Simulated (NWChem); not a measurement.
System: BeHSeBr; SMILES [SeH][Be][Br]

```xyz
4

Be     0.0030    -0.0320     0.0000
Br     0.0115    -1.9928     0.0000
Se     0.0303     1.9958     0.0000
H     -1.4442     2.0196     0.0000
```
Atoms are numbered in this order, from 1.

Results from NWChem. Coordinates come from a PBE0/def2-SVP optimisation. Ions are spin-unrestricted doublets at the neutral geometry; other ion states weren't tried.

For level PBE/def2-SVP:

```
Property       Result
-------------  ------
−ε(HOMO) (eV)    6.22
```

How do the values read with level B3LYP/def2-SVP instead?

The −ε(HOMO) (eV) comes out as 7.07.
